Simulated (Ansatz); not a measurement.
A single point on CH₅ClSeSi (`ClC[SiH2][SeH]`).

```yaml
crystal:
  periodic: [false, false, false]
  atoms:
    - {symbol: Cl, position_ang: [-0.252514, 2.564905, -0.309224]}
    - {symbol: C, position_ang: [-0.704847, 0.838581, -0.404549]}
    - {symbol: Si, position_ang: [0.784706, -0.188626, 0.105554]}
    - {symbol: Se, position_ang: [0.315703, -2.417744, -0.016698]}
    - {symbol: H, position_ang: [-1.559641, 0.680656, 0.253405]}
    - {symbol: H, position_ang: [-1.010642, 0.625648, -1.428735]}
    - {symbol: H, position_ang: [1.889592, 0.030373, -0.856469]}
    - {symbol: H, position_ang: [1.188127, 0.195318, 1.478724]}
    - {symbol: H, position_ang: [-0.562085, -2.375309, 1.160692]}
basis:
  gaussian: {orbitals: def2-QZVPP}
correlation: {method: mp2}
```

```sh
$ ansatz run in.yaml --threads 4 --pin off --events-out ev --progress --plain --max-ram 10444MiB
```

It prints (some lines left out):

```
Functional definition: HF
2626 factors; integrals over basis functions are off by at most 7.9e-4 eV
mean field evaluation 1: about -86780.5878 eV, gradient 2.1e1 eV
mean field evaluation 2: about -86780.7431 eV, gradient 2.1e1 eV
mean field evaluation 4: about -86782.4065 eV, gradient 3.2e0 eV
mean field evaluation 8: about -86782.4398 eV, gradient 2.2e-1 eV
mean field evaluation 16: about -86782.4401 eV, gradient 1.8e-6 eV
mean field -86782.44013120 eV, -3189.1958515710 hartree, gradient 1.8e-6 eV, S^2 0.000000; 0 other end points of the search recorded, 0 dependent functions left out
20 core orbitals not correlated: weight in the atoms' cores, before any rotation towards them, 1.000 or more for the frozen orbitals, at most 0.000 for the correlated occupied ones
reference -86782.44013120 eV, -3189.1958515710 hartree; 18, 18 occupied and 398, 398 virtual orbitals, 2626 factors
second order -30.12442557 eV of doubles, -0.00000000 eV of singles
Total energy: -86812.56455677 eV, -3190.3029037916 hartree
```

It took 21 s on 4 threads of an Arm Neoverse V1 on a shared host, with 2.4 GiB of host memory at the peak.
